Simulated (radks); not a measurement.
Task: Radial electron density D(r) = 4 pi r^2 rho(r) of an atom or ion with 21 electrons. Method: scalar-relativistic Kohn-Sham, LDA (Slater exchange, Perdew-Wang correlation), spin-unpolarised, spherical densities, finite nucleus; Fermi nuclear charge, rms radius of each element as measured or else 0.836 A^(1/3) + 0.57 fm; computed with a radial shooting solver on a logarithmic mesh with Libxc functionals.

r (bohr),D(r) (e/bohr)
0.007665,5.647
0.01006,8.555
0.0131,12.36
0.0172,17.22
0.02239,22.39
0.02939,27.15
0.03827,29.81
0.05023,29.40
0.06541,26.40
0.08585,23.52
0.1118,24.48
0.1467,29.61
0.1911,33.24
0.2508,29.05
0.3266,18.82
0.4286,11.63
0.5582,12.33
0.7326,14.08
0.954,10.72
1.252,5.022
1.63,1.685
2.14,0.5372
2.787,0.1749
3.658,0.03085
4.763,0.002177

What is the nuclear charge?

Result: Z = 25. The innermost maximum, from 1s, lies near gamma/Z bohr with gamma = sqrt(1 - (Z/c)^2) = 0.983, here 0.0393 bohr (found: 0.0425), and its height grows with Z. The density is that of the manganese ion Mn4+ in [Ar] 3d2.5 4s0.5; the configuration itself is not fixed sharply by these data, and Z only to about a unit. D(r) has 3 maxima, at r = 0.0425, 0.194, 0.710 bohr, and minima at 0.0930, 0.468 bohr, inside which lie 2.11, 10.54 electrons.
